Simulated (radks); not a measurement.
The numbers below are computed, except where a source is named.
Level of theory: Dirac Kohn-Sham, LDA (Slater exchange, Perdew-Wang correlation), spin-unpolarised, spherical densities, finite nucleus; open shells fill j = l - 1/2 first; Fermi nuclear charge, rms radius of each element as measured or else 0.836 A^(1/3) + 0.57 fm (a radial shooting solver on a logarithmic mesh with Libxc functionals). Each species is in its NIST ground configuration. Rank Cr4+, Cu4+, Co4+, Zn4+, Ni4+, Mn4+, Sc4+, Ti4+, V4+, Fe4+ by Delta-SCF ionisation energy (eV), largest first.

Answer. Ti4+ 99.500, Sc4+ 93.004, Zn4+ 85.777, Cu4+ 83.062, Ni4+ 80.292, Co4+ 77.462, Fe4+ 74.789, Mn4+ 71.798, Cr4+ 68.728, V4+ 65.567.
